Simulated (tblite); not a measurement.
C4H4N2O2.
Numbering: `[CH3:1][c:2]1[n:3][n:4][c:5]([CH:6]=[O:7])[o:8]1` (hydrogens: H9, H10, H11 on C1; H12 on C6)

Computed with GFN2-xTB (tblite), gas phase: L-BFGS steps from a force-field or distance-geometry start until the largest atomic force falls under 0.01 eV/Å.

The end geometry, which sets the zero of energy:
```
atom  x, y, z in Å
C1     -2.2215   -0.1524    0.3753
C2     -0.8507   -0.1324   -0.1647
N3     -0.4830   -0.3887   -1.3884
N4      0.8409   -0.2563   -1.4400
C5      1.2469    0.0773   -0.2474
C6      2.6320    0.3247    0.1459
O7      2.9932    0.6330    1.2479
O8      0.2017    0.1707    0.6100
H9     -2.2911   -0.8758    1.1861
H10    -2.4782    0.8278    0.7739
H11    -2.9101   -0.4203   -0.4194
H12     3.3210    0.1916   -0.7054
```

Problem. These geometries come from the run, each turned onto the end geometry. Order them by energy, lowest first.
A.
```
atom  x, y, z in Å
C1     -2.1920   -0.1476    0.3900
C2     -0.8652   -0.1421   -0.2280
N3     -0.4874   -0.4115   -1.4528
N4      0.8753   -0.2606   -1.5056
C5      1.2462    0.0669   -0.2714
C6      2.5869    0.3193    0.1492
O7      2.9456    0.6376    1.2837
O8      0.2022    0.1708    0.5984
H9     -2.2468   -0.8741    1.2086
H10    -2.4432    0.8442    0.7946
H11    -2.9650   -0.4096   -0.3511
H12     3.3444    0.2059   -0.6418
```
B.
```
atom  x, y, z in Å
C1     -2.2085   -0.1482    0.3846
C2     -0.8516   -0.1417   -0.2186
N3     -0.4715   -0.4018   -1.4372
N4      0.8510   -0.2601   -1.4751
C5      1.2381    0.0668   -0.2809
C6      2.6120    0.3236    0.1567
O7      2.9364    0.6357    1.2799
O8      0.1928    0.1608    0.5621
H9     -2.2432   -0.8697    1.2050
H10    -2.4380    0.8379    0.7930
H11    -2.9576   -0.4086   -0.3489
H12     3.3413    0.2045   -0.6468
```
C.
```
atom  x, y, z in Å
C1     -2.2100   -0.1497    0.3807
C2     -0.8565   -0.1421   -0.2076
N3     -0.4817   -0.3966   -1.4290
N4      0.8451   -0.2644   -1.4715
C5      1.2443    0.0714   -0.2780
C6      2.6189    0.3261    0.1615
O7      2.9279    0.6343    1.2793
O8      0.1930    0.1624    0.5707
H9     -2.2392   -0.8650    1.2009
H10    -2.4314    0.8340    0.7918
H11    -2.9531   -0.4123   -0.3630
H12     3.3438    0.2011   -0.6617
```
D.
```
atom  x, y, z in Å
C1     -2.2069   -0.1480    0.3862
C2     -0.8496   -0.1418   -0.2247
N3     -0.4726   -0.4041   -1.4399
N4      0.8564   -0.2587   -1.4783
C5      1.2320    0.0642   -0.2843
C6      2.6134    0.3288    0.1773
O7      2.9335    0.6304    1.2596
O8      0.1964    0.1633    0.5704
H9     -2.2445   -0.8715    1.2066
H10    -2.4399    0.8400    0.7936
H11    -2.9591   -0.4085   -0.3481
H12     3.3421    0.2051   -0.6445
```
E.
```
atom  x, y, z in Å
C1     -2.2100   -0.1493    0.3839
C2     -0.8503   -0.1354   -0.1781
N3     -0.4902   -0.3927   -1.4035
N4      0.8343   -0.2609   -1.4606
C5      1.2437    0.0729   -0.2697
C6      2.6194    0.3233    0.1508
O7      2.9446    0.6323    1.2639
O8      0.2029    0.1682    0.5909
H9     -2.2654   -0.8736    1.1948
H10    -2.4537    0.8342    0.7821
H11    -2.9072   -0.4163   -0.4010
H12     3.3330    0.1968   -0.6798
```

Solution. E (0.003 eV), C (0.010 eV), B (0.026 eV), D (0.078 eV), A (0.197 eV).

In the order of the answer:

| step | E above end (eV) | largest force (eV/Å) | rms force component (eV/Å) | rms distance from end (Å) | rms bond change (Å) | bond most changed (Å) |
| --- | --- | --- | --- | --- | --- | --- |
| 14 | 0.003 | 0.08 | 0.023 | 0.025 | 0.001 | C2–O8 -0.003 |
| 6 | 0.010 | 0.13 | 0.040 | 0.047 | 0.002 | C5–C6 +0.004 |
| 2 | 0.026 | 0.81 | 0.250 | 0.052 | 0.007 | C6–H12 -0.012 |
| 1 | 0.078 | 2.83 | 0.702 | 0.053 | 0.013 | C6=O7 -0.032 |
| 0 | 0.197 | 2.78 | 0.884 | 0.057 | 0.024 | C2–O8 +0.044 |
